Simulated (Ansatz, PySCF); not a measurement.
Gas-phase reaction (SMILES): NB(N)Br + N (NH3) -> NB(N)N + Br (HBr); ammonia cleaves one B-Br bond, a model of a ligand-exchange step.

Structures are relaxed separately at B3LYP-D3(BJ)/def2-TZVP in Ansatz (a program for electronic structure), one conformer each, not searched for the lowest. Cores are frozen in the correlated levels unless marked. No spin-orbit coupling. The frozen core is the preceding noble-gas configuration, with the filled d and f shells of earlier blocks. No relativistic terms. CBS(X,Y): correlation extrapolated as X^-3; Hartree-Fock from the larger set. The bracket is a focal-point correction in the basis named. Thermal terms are rigid-rotor harmonic-oscillator values from B3LYP-D3(BJ) frequencies (Ansatz or PySCF) at 298.15 K and 1 atm. 1 Eh = 627.5095 kcal/mol.

| species | E, RI-MP2/CBS(aug-cc-pVTZ,aug-cc-pVQZ)+[CCSD(T)-MP2]/aug-cc-pVTZ (Ansatz) (Eh) | E, wB97M-V/def2-TZVPD (Ansatz) (Eh) | H - E (Eh) |
|---|---|---|---|
| NB(N)Br | -2709.42239 | -2710.90995 | 0.06479 |
| N (NH3) | -56.50756 | -56.55014 | 0.03799 |
| NB(N)N | -192.64057 | -192.84548 | 0.09030 |
| Br (HBr) | -2573.28323 | -2574.60901 | 0.00927 |

Question: Work out ΔE and ΔH at 298.15 K at the first level, then ΔH at the second.

Answer: 
1. ΔE = [(-192.64057) + (-2573.28323)] - [(-2709.42239) + (-56.50756)] = 0.00615 Eh = 3.9 kcal/mol at RI-MP2/CBS(aug-cc-pVTZ,aug-cc-pVQZ)+[CCSD(T)-MP2]/aug-cc-pVTZ.
2. The terms H - E add up to -0.00321 Eh, so ΔH = (0.00615 + (-0.00321))×627.5095 = 1.8 kcal/mol.
3. At wB97M-V/def2-TZVPD the same steps give ΔE = 3.5 and ΔH = 1.5 kcal/mol, a shift of -0.3 from the first level.
4. These values are not checked against measurement here, since the tables used lack a sound gas-phase enthalpy of formation for at least one species.
